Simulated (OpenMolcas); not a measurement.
A calculation on Nb III.

- Program: OpenMolcas
- Method: MS-CASPT2, IPEA 0.25 Eh, imaginary shift 0.1 Eh (closed shells correlated: 4s 4p)
- Basis: ANO-RCC-VTZP [7s6p4d2f1g]
- Scalar Hamiltonian: DKH2, point nucleus
- Active space: 3 electrons in 5 orbitals (4d)
- State averaging: 2S+1 = 4 even, 10 roots; 2S+1 = 2 even, 40 roots
- Spin-orbit coupling: RASSI with atomic mean-field integrals over the reference wave functions, term energies averaged over their components

Task: Which level of the active space comes out lowest?

Result: 4d³ ⁴F_3/2, with 99 % of that term; it is also the measured ground level.

Task: How high does 4d³ ²D_5/2(1) lie?

Result: 13740 cm⁻¹ above the lowest level; measured 13094 cm⁻¹ above the ground level, so the calculation is off by +5 %.

Task: How high does 4d³ ⁴P_3/2 lie?

Result: 8920 cm⁻¹ above the lowest level; measured 8608 cm⁻¹ above the ground level, so the calculation is off by +4 %.

Task: How high does 4d³ ²G_9/2 lie?

Result: 10080 cm⁻¹ above the lowest level; measured 9804 cm⁻¹ above the ground level, so the calculation is off by +3 %.

Task: The level at 11350 cm⁻¹ has J = 3/2. What is it made of, and what is its g factor?

Result: 55 % 4d³ ²P_3/2, 23 % 4d³ ⁴P, 22 % 4d³ ²D(1); g = 1.305, against 1.334 from Landé's formula for the pure leading term.

Measured values: the list in Shadmi, J. Res. Natl. Bur. Stand. 70A, 435 (1966).

CASPT2 breaks the degeneracy within a term, and the mean is taken; among the terms shown or strongly mixed into the levels shown the widest spread is 670 cm-1 (4d³ ⁴F). Levels of configurations with an s electron are missing; early in the row they begin among the upper levels of the d shell and mix with terms of their name. The CASPT2 spread within a term exceeds the gap to the next term for 4d³ ⁴P and 4d³ ²G, so the order of their levels is uncertain. Measured partners are found by configuration, term and J. A level has none where our copy of the source lacks it or the pairing is in doubt (some pairs that miss far off the trend of their configuration count as doubtful), and it then counts in no deviation. Only configurations of the active space appear.

A number in round brackets counts repeated terms of one configuration in the order of the reference energies.
